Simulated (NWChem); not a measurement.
**Atomisation of HF₃SSi**

SMILES: F[Si](F)(F)S
```xyz
6

F     -0.8577     0.6930     1.3894
Si    -0.3195     0.1347    -0.0287
F     -0.3571     1.3946    -1.0405
F     -1.3499    -0.9828    -0.5674
S      1.5880    -0.7631     0.1104
H      2.1472     0.3803     0.6012
```
Charge 0, spin multiplicity 1.

Everything below was run with NWChem. All single points use one geometry, from PBE/def2-SVP, a minimum by its harmonic frequencies.

Basis set: def2-TZVP. The atomisation energy is electronic alone: no zero-point, thermal, spin-orbit or counterpoise terms. No value is extrapolated to the basis-set limit. Free atoms are single determinants with multiplicities F 2, Si 3, S 3, H 2.

B3LYP has NWChem's definition, with VWN1-RPA local correlation. The structure started from a generated list of species. No SCF solution was tested for a lower state. Open-shell Hartree-Fock references start from PBE0 orbitals.

Question: Order these methods by the atomisation energy they give, lowest first: BHandHLYP, PBE0, B3LYP, PBE.

Answer: BHandHLYP (551.3 kcal/mol), B3LYP (573.4 kcal/mol), PBE0 (574.8 kcal/mol), PBE (592.3 kcal/mol)
